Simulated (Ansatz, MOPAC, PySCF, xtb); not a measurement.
Torsion H3–Si1–S2–H4 in H2SSi (SMILES [SiH]S); at each angle all else is relaxed with GFN2-xTB, and the levels are single points there.
Geometry at 180° (charge 0, multiplicity 1):
```xyz
4

Si     0.99158     0.69712    -0.44289
S     -0.98701     0.46528     0.41424
H      1.49631    -0.50772     0.24721
H     -1.53233     1.52977    -0.16080
```

On the grid 0° to 330°, 90° is the highest and 180° the lowest point at CCSD(T)/CBS(cc-pV(T+d)Z, cc-pV(Q+d)Z).

Cores are frozen in the correlated methods. CBS(a, b) extrapolates the correlation energy as X⁻³ and adds the Hartree–Fock energy of set b. Rows in 3-21G carry no dispersion term and start afresh at each structure. The state that PM3, PM7 reach isn't checked; PM7 holds dispersion and hydrogen-bond terms.

Programs: Ansatz (Gaussian orbitals); MOPAC for PM3, PM7 (differences of heats of formation); PySCF for 3-21G rows, the dispersion terms; xtb for the GFN methods. Each number belongs to the level named beside it.

```json
[
 {"level": "PM3", "energy at 90° less that at 180° (kJ/mol)": "71.6"},
 {"level": "PM7", "energy at 90° less that at 180° (kJ/mol)": "23.9"},
 {"level": "GFN1-xTB", "energy at 90° less that at 180° (kJ/mol)": "30.0"},
 {"level": "GFN2-xTB", "energy at 90° less that at 180° (kJ/mol)": "21.1"},
 {"level": "B3LYP/3-21G", "energy at 90° less that at 180° (kJ/mol)": "84.1"},
 {"level": "PBE0-D3(BJ)/def2-TZVPP", "energy at 90° less that at 180° (kJ/mol)": "?"},
 {"level": "SCS-MP2/cc-pV(T+d)Z", "energy at 90° less that at 180° (kJ/mol)": "75.0"},
 {"level": "CCSD(T)/cc-pV(Q+d)Z", "energy at 90° less that at 180° (kJ/mol)": "74.1"},
 {"level": "CCSD(T)/CBS(cc-pV(T+d)Z, cc-pV(Q+d)Z)", "energy at 90° less that at 180° (kJ/mol)": "73.8"}
]
```

Problem. Fill in the missing entries.

Solution. 
- PBE0-D3(BJ)/def2-TZVPP, energy at 90° less that at 180° (kJ/mol): 78.8

Ansatz is a quantum-chemistry and plane-wave program.
